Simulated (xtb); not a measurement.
Mo(O)2(Cl)(OMe) (CH₃ClMoO₃), SMILES C[O][Mo](=[O])(=[O])[Cl], multiplicity 1. All values are semi-empirical tight-binding results from xtb (GFN2-xTB unless named), good for trends rather than for accurate numbers. The structure is a stationary point at GFN2-xTB. The spin state was assumed, not searched. One conformer was computed; it need not be the lowest.

For metal compounds this method's bond lengths and energies can be far off.

The orbital gap is 4.23 eV. The zero-point energy is 29.3 kcal/mol and the G − E(el) at 298.15 K (modified RRHO) is 7.4 kcal/mol.
